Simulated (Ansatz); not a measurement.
A nudged elastic band was laid between two geometries of Cl2H4O3Sn (10 atoms, charge 0, multiplicity 1).

Computed with RHF/def2-SVP (Ansatz 0.2.0).

* movable images: 5
* climbing image: yes
* spring: 5.0 eV/Å²
* optimiser: quadratic models (default)
* start path: through a guess of the saddle point
* force threshold: 0.05 eV/Å
* iteration limit: 60
* end points: relaxed

First end point:

```xyz
10
Properties=species:S:1:pos:R:3
Sn -0.050 -0.115 0.400
Cl -0.544 -0.620 2.617
Cl 2.100 -0.830 -0.190
O -0.710 1.541 -0.387
H -1.428 1.413 -0.993
O -1.219 -1.304 -0.615
H -1.209 -2.231 -0.431
O 1.199 1.741 1.320
H 0.867 2.491 0.838
H 2.145 1.738 1.264
```

Last end point:

```xyz
10
Properties=species:S:1:pos:R:3
Sn 0.247 0.420 -0.486
Cl 0.191 -0.776 3.424
Cl 2.152 -0.349 -1.556
O -0.687 1.628 -1.667
H -1.593 1.434 -1.867
O -0.938 -0.999 0.057
H -0.847 -1.338 0.938
O 0.801 1.359 1.136
H 1.301 2.159 1.061
H 0.523 0.287 2.782
```

(1) What changes between the two ends?

(2) Give the energies along the band, and the barrier.

Answers

(1) Bonds broken: Sn1–Cl2, O8–H10. Bonds formed: Cl2–H10. Cl2H4O3Sn becomes ClH + ClH3O3Sn.

(2) It did not converge within its limit. The highest image is number 5 of 0 to 6, 24.6 kcal/mol above the first end and 1.1 kcal/mol above the last; the last end lies 23.5 kcal/mol above the first. The band didn't meet its force threshold, so its energies are provisional: the largest band force was still 0.40 eV/Å, and over the last iterations the top stayed at 1.07 eV. Neighbouring images lie up to 4.0 Å apart, so the band is torn or far too coarse. The orbitals stay closed-shell, which can raise the energy where a bond breaks towards radicals; this wasn't checked here.

| image | path coordinate (Å) | energy (kcal/mol) | Sn1–Cl2 (Å) | O8–H10 (Å) | Cl2–H10 (Å) |
| --- | --- | --- | --- | --- | --- |
| 0 | 0.00 | 0.0 | 2.33 | 0.95 | 3.82 |
| 1 | 1.71 | 3.1 | 2.33 | 0.95 | 2.95 |
| 2 | 3.41 | 7.5 | 2.36 | 0.95 | 2.84 |
| 3 | 5.13 | 10.1 | 2.38 | 0.95 | 2.69 |
| 4 | 6.86 | 13.2 | 2.52 | 0.96 | 2.35 |
| 5 | 8.58 | 24.6 | 3.72 | 2.00 | 1.28 |
| 6 | 12.63 | 23.5 | 4.09 | 1.98 | 1.29 |

The run took 15 min on 2 threads of Arm Neoverse V1, with other jobs on the host, peak memory 0.34 GiB.
